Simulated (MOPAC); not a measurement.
A run for MOPAC: AM1 on H3InO2 (SMILES [OH][InH][OH]), a point of a torsion scan.

```
AM1 1SCF PRECISE CHARGE=0 THREADS=1
H3InO2

O     -1.77642829 1    -0.33108271 1     0.37848000 1
In     0.12451028 1    -0.08435364 1     0.60413584 1
O      0.57953147 1     0.42786076 1     2.40850625 1
H     -2.09684656 1    -0.58653737 1    -0.48563080 1
H      1.25586135 1    -0.29212065 1    -0.63037474 1
H      1.50186947 1     0.57223512 1     2.61585065 1
```

Program output:

```
*******************************************************************************
 **                                                                           **
 **                              MOPAC v23.2.5                                **
 **                                                                           **
 *******************************************************************************
 ** MOPAC's Digital Object Identifier: https://doi.org/10.5281/zenodo.6511958 **
 **                                                                           **
 ** Please cite the open-source release paper for use of this MOPAC version:  **
 ** J. E. Moussa and J. J. P. Stewart (2026)                                  **
 ** MOPAC: An open-source semiempirical molecular orbital program             **
 ** J. Open Source Softw., 11(119), 8025, https://doi.org/10.21105/joss.08025 **
 *******************************************************************************

                              AM1 CALCULATION RESULTS

 *******************************************************************************
 *  AM1        - The AM1 Hamiltonian to be used
 *
 *
 *
 *                 CHARGE ON SYSTEM = 0
 *
 *
 *
 *  PRECISE    - TIGHTER CRITERIA TO BE USED
 *  1SCF       - DO 1 SCF AND THEN STOP
 *  THREADS=1  - MULTI-THREADING NOT USED
 *  T=         - A TIME OF 172800.0 SECONDS REQUESTED
 *  DUMP=N     - RESTART FILE WRITTEN EVERY 7200.0 SECONDS REQUESTED
 *******************************************************************************
AM1 1SCF PRECISE CHARGE=0 THREADS=1
 H3InO2

   ATOM   CHEMICAL          X               Y               Z
  NUMBER   SYMBOL      (ANGSTROMS)     (ANGSTROMS)     (ANGSTROMS)

     1       O         -1.77642829  *  -0.33108271  *   0.37848000  *
     2      In          0.12451028  *  -0.08435364  *   0.60413584  *
     3       O          0.57953147  *   0.42786076  *   2.40850625  *
     4       H         -2.09684656  *  -0.58653737  *  -0.48563080  *
     5       H          1.25586135  *  -0.29212065  *  -0.63037474  *
     6       H          1.50186947  *   0.57223512  *   2.61585065  *



          CARTESIAN COORDINATES

    NO.       ATOM           X           Y           Z

     1         O         -1.7764     -0.3311      0.3785
     2        In          0.1245     -0.0844      0.6041
     3         O          0.5795      0.4279      2.4085
     4         H         -2.0968     -0.5865     -0.4856
     5         H          1.2559     -0.2921     -0.6304
     6         H          1.5019      0.5722      2.6159

  H: (AM1): M.J.S. DEWAR ET AL, J. AM. CHEM. SOC. 107 3902-3909 (1985)
  O: (AM1): M.J.S. DEWAR ET AL, J. AM. CHEM. SOC. 107 3902-3909 (1985)
 In: (AM1): J. J. P. STEWART, J. MOL. MOD., 10, 155-164 (2004)

           Empirical Formula: H3 O2 In  =     6 atoms



      MOLECULAR POINT GROUP   :   C2v


      RHF CALCULATION, NO. OF DOUBLY OCCUPIED LEVELS = 9


 -------------------------------------------------------------------------------
 AM1 1SCF PRECISE CHARGE=0 THREADS=1
 H3InO2



     1SCF WAS SPECIFIED, SO BFGS WAS NOT USED
     SCF FIELD WAS ACHIEVED


                              AM1 CALCULATION
                                                       MOPAC v23.2.5 Linux




          FINAL HEAT OF FORMATION =          0.38357 KCAL/MOL =       1.60486 KJ/MOL


          COSMO AREA              =         95.19 SQUARE ANGSTROMS
          COSMO VOLUME            =         76.29 CUBIC ANGSTROMS

          IONIZATION POTENTIAL    =         10.750785 EV
          HOMO LUMO ENERGIES (EV) =        -10.751 -1.052
          NO. OF FILLED LEVELS    =          9
          MOLECULAR WEIGHT        =        149.8425         POINT GROUP:  C2v

          MOLECULAR DIMENSIONS (Angstroms)

            Atom       Atom       Distance
            H     6    H     4     4.89006
            H     5    O     1     2.76607
            H     6    O     3     0.00053


          SCF CALCULATIONS        =          1





   ATOM   CHEMICAL          X               Y               Z
  NUMBER   SYMBOL      (ANGSTROMS)     (ANGSTROMS)     (ANGSTROMS)

     1       O         -1.77642829  *  -0.33108271  *   0.37848000  *
     2      In          0.12451028  *  -0.08435364  *   0.60413584  *
     3       O          0.57953147  *   0.42786076  *   2.40850625  *
     4       H         -2.09684656  *  -0.58653737  *  -0.48563080  *
     5       H          1.25586135  *  -0.29212065  *  -0.63037474  *
     6       H          1.50186947  *   0.57223512  *   2.61585065  *

                             CARTESIAN COORDINATES

   1    O       -1.776428290    -0.331082710     0.378480000
   2   In        0.124510280    -0.084353640     0.604135840
   3    O        0.579531470     0.427860760     2.408506250
   4    H       -2.096846560    -0.586537370    -0.485630800
   5    H        1.255861350    -0.292120650    -0.630374740
   6    H        1.501869470     0.572235120     2.615850650


           Empirical Formula: H3 O2 In  =     6 atoms



      MOLECULAR POINT GROUP   :   C2v


                  EIGENVALUES
 -35.04850 -34.80897 -17.52086 -15.81405 -15.69783 -12.39133 -12.01121 -11.31595
 -10.75079  -1.05189  -0.35076   0.94703   1.55493   6.14661   6.52614


              NET ATOMIC CHARGES AND DIPOLE CONTRIBUTIONS

  ATOM NO.   TYPE          CHARGE      No. of ELECS.   s-Pop       p-Pop
    1          O          -0.565737        6.5657     1.83197     4.73377
    2         In           0.702074        2.2979     1.15758     1.14035
    3          O          -0.565888        6.5659     1.83191     4.73397
    4          H           0.207818        0.7922     0.79218
    5          H           0.013888        0.9861     0.98611
    6          H           0.207845        0.7922     0.79215
 DIPOLE           X         Y         Z       TOTAL
 POINT-CHG.     3.162    -0.581    -3.453     4.718
 HYBRID        -0.703     0.129     0.768     1.050
 SUM            2.459    -0.452    -2.685     3.668


          ATOMIC ORBITAL ELECTRON POPULATIONS

     Atom    s        px        py        pz
    1  O   1.83197   1.55039   1.81733   1.36604
    2 In   1.15758   0.42713   0.28528   0.42794
    3  O   1.83191   1.29804   1.83230   1.60363
    4  H   0.79218
    5  H   0.98611
    6  H   0.79215

 **********************
 *                    *
 * JOB ENDED NORMALLY *
 *                    *
 **********************




 == MOPAC DONE ==
```

The run finished.

Cost: around 0.020 core-seconds (rough).
